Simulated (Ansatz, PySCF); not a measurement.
Reaction R1 + R2 → P1, each structure at its B3LYP-D3(BJ)/def2-TZVP stationary point, reached from a drawn start (curvature not checked).
R1: H2O (SMILES O), charge 0, multiplicity 1.
R2, BHO2 (SMILES O=BO) (charge 0, multiplicity 1):
```xyz
4

B     -0.21227    -0.06367     0.46139
O     -0.32098    -0.09625     1.66782
O     -0.15106    -0.04534    -0.86114
H      0.68420     0.20527    -1.26817
```
P1, BH3O3 (SMILES OB(O)O) (charge 0, multiplicity 1):
```xyz
7

B      0.0000     0.0000     0.0000
O      0.0038     0.0011     1.3696
O      1.1341     0.3402    -0.6882
O     -1.1380    -0.3414    -0.6813
H      0.8544     0.2563     1.7395
H      1.0157     0.3047    -1.6423
H     -1.8701    -0.5610    -0.0972
```

P less R. No zero-point or thermal terms. One arrangement of each flexible species, with no search for the lowest.

Cores are frozen in the correlated methods.

Run with Ansatz (Gaussian orbitals); PySCF for the D3/D4 terms. No computed number here is a measurement.

Question: Estimate the reaction energy that B2PLYP-D3(BJ)/def2-TZVPP returns for this input.

Answer: -52.8 kcal/mol

Question: What is the computed reaction energy (PBE-D3(BJ)/def2-TZVPP)?

Answer: -52.4 kcal/mol

Question: What is the computed reaction energy (B3LYP-D3(BJ)/def2-TZVPP)?

Answer: -52.7 kcal/mol

Ansatz is a program for electronic structure.
